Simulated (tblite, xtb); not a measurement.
P2, triplet, geometry from GFN2-xTB (a higher spin typed on purpose: for a closed-shell molecule this is an excited state). Base run: GFN1-xTB run with xtb.

Input for xtb:
```
$ xtb mol.xyz --gfn 1 --uhf 2 --json

# file mol.xyz
2

P     -0.00000000    -0.00000000    -1.02175380
P      0.00000000     0.00000000     1.02175380
```

Programs used: tblite, xtb; a row that names a program was run with it.

Each row names what was changed in the base input (with any setting that the change needs).

| change | ΔE vs base (kJ/mol) | G_solv (kcal/mol) | SCF cycles |
|---|---|---|---|
| base | 0.00 | - | 6 |
| acc = 0.0001 | 0.00 | - | 6 |
| program = tblite; method = gfn1; option = --spin-polarized | -37.9 | - | - |
| alpb = hexane | -16.52 | -3.95 | 6 |
| program = tblite; method = gfn1; option = (--etemp, 2000) | -40.4 | - | - |
| gbsa = water | -4.04 | -0.97 | 6 |
| acc = 0.1 | 0.00 | - | 6 |
| file = coord | 0.00 | - | 6 |
| acc = 1000 | 0.00 | - | 4 |
| alpb = methanol | -14.86 | -3.55 | 6 |
| alpb = water | -8.22 | -1.97 | 6 |

ALPB and GBSA are two models with their own fitted parameters for each solvent, which aren't always the measured dielectric constant.
